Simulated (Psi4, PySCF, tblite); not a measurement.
Approach curve of the dimer C4H4S ··· H6B3N3 (SMILES c1ccsc1 and B1NBNBN1). Monomers: optimised at B3LYP-D3(BJ) (def2-TZVP), held rigid. Orientation: lowest of the rigid-body minima from ten starts at GFN2-xTB. Only R, the distance of the centres of mass, is varied, so the lowest point isn't the relaxed dimer.

RKS-B3LYP/6-31G* = PySCF 2.14.0 with restricted B3LYP/6-31G*, spherical d, no counterpoise correction; GFN2-xTB (tblite); SAPT0/jun-cc-pVDZ, frozen core (Psi4).

Interaction energies in kcal/mol:

```csv
R / Å,RKS-B3LYP/6-31G*,GFN2-xTB
2.91,22.98,1.96
3.05,14.43,-1.69
3.27,6.55,-4.12
3.48,2.75,-4.59
3.64,1.22,-4.41
3.84,0.22,-3.93
4.19,-0.30,-2.94
4.51,-0.26,-2.12
4.95,-0.06,-1.29
5.69,0.08,-0.49
6.68,0.05,-0.09
7.94,0.02,0.04
```

**Question.** Predict the corresponding SAPT0/jun-cc-pVDZ column.

**Answer.** 2.91: 13.65; 3.05: 6.73; 3.27: 0.82; 3.48: -1.59; 3.64: -2.31; 3.84: -2.50; 4.19: -2.10; 4.51: -1.57; 4.95: -0.97; 5.69: -0.42; 6.68: -0.15; 7.94: -0.05 (kcal/mol).
